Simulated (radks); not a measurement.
Values are calculated unless marked as measured or tabulated.
Problem. These are the eigenvalues of the occupied orbitals of an atom or ion with whole-number occupations (eV). Level of theory: Dirac Kohn-Sham, PBE, spin-unpolarised, spherical densities, finite nucleus; Fermi nuclear charge, rms radius of each element as measured or else 0.836 A^(1/3) + 0.57 fm (a radial shooting solver on a logarithmic mesh with Libxc functionals).

1s1/2: -48319.11
2s1/2: -7935.699
2p1/2: -7529.384
2p3/2: -6881.359
3s1/2: -1750.685
3p1/2: -1575.096
3p3/2: -1442.999
3d3/2: -1139.011
3d5/2: -1110.268
4s1/2: -352.2805
4p1/2: -284.4456
4p3/2: -255.3205
4d3/2: -143.6441
4d5/2: -138.4211
5s1/2: -50.7580
5p1/2: -32.6181
5p3/2: -28.8235
4f5/2: -9.0564
6s1/2: -8.5170
4f7/2: -8.4425

Which element is it, and in what charge state? The configuration may be excited. Open shells, if any, fill j = l - 1/2 first.

Solution. Z = 63, europium, charge +1: Eu+ in [Xe] 4f7 6s1. The list shows which subshells hold electrons but not how many an open one holds; the 1s level, -1775.7 hartree, gives Z - s = 59.6 by -(Z - s)^2/2, which with screening and relativity narrows Z to a few neighbours, and the depths of the outer levels then fix element, charge and occupations together.
